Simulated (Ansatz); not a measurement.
Several settings on one geometry of Cu2O2⁻ (that of the charge -1 doublet, PBE0-D4/def2-SVPD). Ansatz on 4 threads of Intel Xeon on a shared host; times are rough.

```xyz
4

Cu   -0.184   -0.344   -0.486
Cu    0.447    1.129    1.487
O     1.231   -0.198    0.641
O    -1.494   -0.588   -1.642
```

Totals from different functionals, basis sets or treatments of relativity can't be compared as stabilities.

DK, ANO-RCC and x2c sets are all-electron and run with scalar relativity unless a key says otherwise. The 6-31G sets use Cartesian d functions.

Scalar relativity in a set contracted without it gives distorted totals.

(1) Give the basis size and estimate the energy, ⟨S²⟩ and time of these runs.

| run | method | charge | state | further keys |
| --- | --- | --- | --- | --- |
| 1 | UKS rPW86-PBE/def2-mTZVP | -1 | doublet | pseudopotentials: {relativity: scalar}; accuracy: high; scf: {omitted_lower_state_checks: [starts]}; forces asked |
| 2 | UKS LDA (SPW92)/cc-pVDZ | -1 | doublet | final_grid: {core_spheres: 8, valence_spheres: 7, degree: 23}; accuracy: high; forces asked |
| 3 | UKS PBEsol/6-31G | -1 | doublet | scf: {omitted_lower_state_checks: [starts]}; forces asked |
| 4 | ROKS ωB97X/cc-pVTZ-DK | -1 | doublet | nuclear_model: gaussian; forces asked |

Results:

(1) 
```
run  functions  energy (Eh)  ⟨S²⟩  wall time
  1        114   -3456.4872  0.92       25 s
  2        114   -3425.0395  0.92       31 s
  3         76   -3427.0921  1.12      4.7 s
  4        196   -3460.3089     –    2.4 min
```

The highest occupied level of an anion often lies above zero with these methods, and sets without diffuse functions describe the outer electron poorly. At UKS rPW86-PBE/def2-mTZVP, UKS LDA (SPW92)/cc-pVDZ, UKS PBEsol/6-31G the charge -1 doublet is spin-contaminated (final ⟨S²⟩ up to 1.12, 0.75 for a pure state).
